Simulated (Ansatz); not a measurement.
`C=C[SiH2][AsH2]` + `[AlH2][S][SiH3]` → `[SiH3][AsH2]` + `C=C[SiH2][S][AlH2]`  (redistribution)

Gas-phase electronic energies from Ansatz, PBE0-D4/def2-TZVP geometries. CCSD(T)/CBS adds triple-zeta CCSD(T) − MP2 to the extrapolated MP2 energy (def2 sets, frozen cores). Functionals use def2-TZVPP. B3LYP here is the variant with VWN-RPA as its local correlation; programs differ in this. For As outer-core shells are correlated without core-valence functions, which leaves a few kJ/mol of doubt a bond. Scalar relativity is left out up to krypton. One conformer a species, not always the lowest.

```tsv
level	ΔE (kJ/mol)	difference from CCSD(T)/CBS
PBE-D4	-5.5	-0.8
r2SCAN-D4	-4.6	0.1
PBE0-D4	-5.6	-0.9
ωB97M-V	-5.7	-1.0
B2PLYP	-2.3	2.4
PBE	-2.8	1.9
r2SCAN	-3.9	0.8
PBE0	-3.2	1.5
B3LYP	-1.0	3.7
HF/def2-TZVPP	0.5	5.2
SCS-MP2/def2-TZVPP	-3.0	1.7
CCSD(T)/def2-TZVPP	-4.3	0.4
MP2/def2-QZVPP	-4.5	0.2
SCS-MP2/def2-QZVPP	-3.1	1.6
HF/CBS(def2)	0.6	5.3
CCSD/CBS(def2)	-3.9	0.8
CCSD(T)/CBS	-4.7	0
```

Largest T1 diagnostic among the species: 0.012.

In def2-TZVPP, CCSD(T) changes the Hartree–Fock value by −4.7 kJ/mol (the triples alone add −0.8 kJ/mol) and MP2 by −4.7 kJ/mol. The D4 term adds −4.3 kJ/mol with B3LYP and −2.4 kJ/mol with PBE0; it sums over pairs of atoms, weighted by their polarisabilities, and B3LYP, whose exchange is more repulsive, gets the larger term.
